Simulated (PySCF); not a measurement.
Molecule: SMILES C#Cc1ncccn1, C6H4N2.

Geometry (Å), atoms numbered from 1 in this order:
```xyz
12

C     3.2816   -0.1320   -0.5843
C     2.1007   -0.0822   -0.3763
C     0.7028   -0.0259   -0.1278
N    -0.0351    0.7056   -0.9610
C    -1.3320    0.7520   -0.7243
C    -1.9178    0.0751    0.3379
C    -1.0544   -0.6560    1.1439
N     0.2442   -0.7096    0.9191
H     4.3143   -0.1749   -0.7662
H    -1.9163    1.3519   -1.4114
H    -2.9780    0.1147    0.5257
H    -1.4087   -1.2193    1.9987
```

Frames of a GFN2-xTB Langevin trajectory at 300 K; GIAO PBE0/pcSseg-1 shieldings in PySCF, gas phase, non-relativistic; equivalent atoms averaged within each frame.

Shifts are taken against calculated references (same method and geometry level): TMS for ¹³C (σref 186.93) and ¹H (σref 31.72); ¹⁵N (σref 267.73) vs NH3. The references are static minima.

How do the shifts (ppm) fluctuate along the trajectory?

Answers


```tsv
time (fs)	C5/C7	C3	C6	C1	C2	N4/N8	H10/H12	H11	H9
250	159.4	157.5	122.4	88.1	86.7	357.6	9.09	7.19	2.29
425	166.3	152.0	138.2	87.4	89.7	329.8	9.16	8.36	3.34
625	164.6	166.8	126.4	81.8	89.9	355.7	9.16	7.16	2.53
800	162.4	155.7	127.5	82.6	91.3	340.8	9.12	7.32	2.20
1000	165.4	162.6	124.9	93.0	88.6	354.2	8.90	7.52	2.62
mean of frames	163.6	158.9	127.9	86.6	89.3	347.6	9.09	7.51	2.59
standard deviation	2.8	5.9	6.1	4.5	1.7	11.9	0.11	0.50	0.45
```

5 frames give an uncertainty of the mean of about the standard deviation over 2.2 at best, since frames this close in time may not be independent; classical motion lacks zero-point vibration, and the reference would need the same averaging.
